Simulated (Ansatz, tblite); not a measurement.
Cost and result up the ladder for BH2(NCO) (CH₂BNO) (6 atoms). Charge 0, multiplicity 1. Geometry: PBE-D4/def2-TZVP.

```xyz
6

B    -0.3270   -1.0220   -0.2072
H    -1.5248   -1.0254   -0.3089
H     0.3281   -2.0199   -0.3279
N     0.3382    0.1908    0.0634
C     0.4791    1.3715    0.2820
O     0.7064    2.5049    0.4987
```

Ansatz on 4 threads of Arm Neoverse V2 on a shared host; xTB runs through tblite on one thread. Times are rough, summed over both states, and most runs start from the orbitals of an earlier one. PBE0-D4/def2-TZVP serves as the yardstick here, not as an exact answer. The other state is a doublet.

The xTB rows come from tblite. Correlated methods freeze 4 core orbitals. In CCSD on the charge 1 doublet the largest single amplitude is 0.20, so its Hartree–Fock determinant may place the open shell otherwise than the density functionals do.

Run but left out: HF/def2-TZVPP (charge +1 doublet: a determinant that CCSD turns far, T1 0.047); MP2/def2-TZVPP (charge +1 doublet: ⟨S²⟩ 0.92, where a pure state has 0.75).

Correlated methods converge slowly with the basis.

Raw xTB energies of ions are shifted by several eV.

| level | functions | wall time | vertical IE (eV) | difference from PBE0-D4/def2-TZVP (eV) | remarks |
| --- | --- | --- | --- | --- | --- |
| GFN2-xTB | 18 | 0.004 s | 14.91 | 4.14 | – |
| GFN1-xTB | 20 | 0.005 s | 15.92 | 5.15 | – |
| PBE-D4/def2-TZVP | 136 | 1.8 s | 10.50 | -0.28 | – |
| PBE0-D4/def2-TZVP (with forces) | 136 | 2.2 s | 10.77 | 0.00 | – |
| r2SCAN-D4/def2-TZVP | 136 | 3.5 s | 10.58 | -0.19 | – |
| CCSD(T)/def2-TZVPP | 152 | 49 s | 11.00 | 0.22 | large T1 (0.047) (+1 doublet), spin-contaminated (⟨S²⟩ 0.92) (+1 doublet) |
